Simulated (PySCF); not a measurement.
A structure optimised at PBE-D3(BJ)/def2-SVP, used in a PySCF frequency run:

```xyz
11

B     -0.0507     0.0016     0.5365
F     -0.5494    -0.4632     1.6954
C      0.9591     1.2123     0.5209
H      1.9195     0.9210     0.0441
H      1.1780     1.5929     1.5362
H      0.5611     2.0526    -0.0873
O     -0.4911    -0.6554    -0.5721
C     -0.0682    -0.3000    -1.8756
H      1.0307    -0.4161    -2.0015
H     -0.5727    -0.9702    -2.5990
H     -0.3355     0.7495    -2.1281
```

**Question.** Write its SMILES and formula.

**Answer.** COB(C)F, C2H6BFO

**Question.** What are its rotational constants (standard atomic weights)?

**Answer.** 7.7660, 3.8903, 2.6804 GHz
